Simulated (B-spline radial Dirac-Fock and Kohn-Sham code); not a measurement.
## Core-hole lifetimes of Ga

System: the free gallium atom in the configuration [Ar] 3d10 4s2 4p1.

Input file task.json (cfg lists n, l and occupation; rrms is the nuclear radius in fm):

```json
{"items": [{
  "Z": 31,
  "q": 0,
  "cfg": [[1, 0, 2], [2, 0, 2], [2, 1, 6], [3, 0, 2], [3, 1, 6], [3, 2, 10], [4, 0, 2], [4, 1, 1]],
  "A": 69,
  "rrms": 3.9973,
  "do": ["binding", "quiet", "decay"],
  "holes": ["K", "L1", "L2", "L3", "M1", "M2", "M3", "M4", "M5", "N1"]
}]}
```

Run with: `python xray_run.py task.json out`

The computed values come from a radial finite-basis atomic code: a relativistic independent-particle model: LDA orbitals of the hole state, radiative multipoles to third order, Auger rates from the Coulomb interaction with a continuum orbital, Dirac-Fock energies.

Partial widths are in eV. Coster-Kronig decay leaves a hole in the same principal shell; its rates are the weakest part of the model, often 1.5 to 2.5 times too large and more for N holes. Holes without an open Auger channel, or with an unreliable SCF state, are not listed.

```
      hole  radiative    Auger  Coster-Kronig   total  fluorescence yield  lifetime (fs)  recommended width  tabulated yield
    K (1s)      0.888    0.843              0    1.73               0.513          0.380               1.76            0.517
   L1 (2s)    0.00716    0.530           8.25    8.79            0.000815         0.0749               4.10          0.00210
L2 (2p1/2)    0.00977    0.745         0.0235   0.778              0.0126          0.846              0.770           0.0120
L3 (2p3/2)    0.00960    0.774              0   0.783              0.0122          0.840              0.770           0.0130
   M1 (3s)   5.49e-05   0.0121           3.69    3.70            1.48e-05          0.178               2.00                –
M2 (3p1/2)   0.000177  0.00261           4.13    4.13            4.28e-05          0.159               2.25                –
M3 (3p3/2)   0.000164  0.00253           3.90    3.90            4.22e-05          0.169               2.30                –
M4 (3d3/2)   6.72e-08   0.0106              0  0.0106            6.36e-06           62.3             0.0120                –
M5 (3d5/2)   6.35e-08   0.0107              0  0.0107            5.93e-06           61.5                  –                –
```

Recommended widths: Campbell and Papp, At. Data Nucl. Data Tables 77, 1 (2001); yields: xraylib tables; both refer to the element in its standard state. The computed width differs most for L1 (2s), where it is 2.14 times the recommended value. Rates with slow emitted electrons, as in Coster-Kronig decay, are the weakest part of an independent-particle model: such widths often come out 1.5 to 2.5 times too large, more for N holes, and a channel near threshold can open or close.
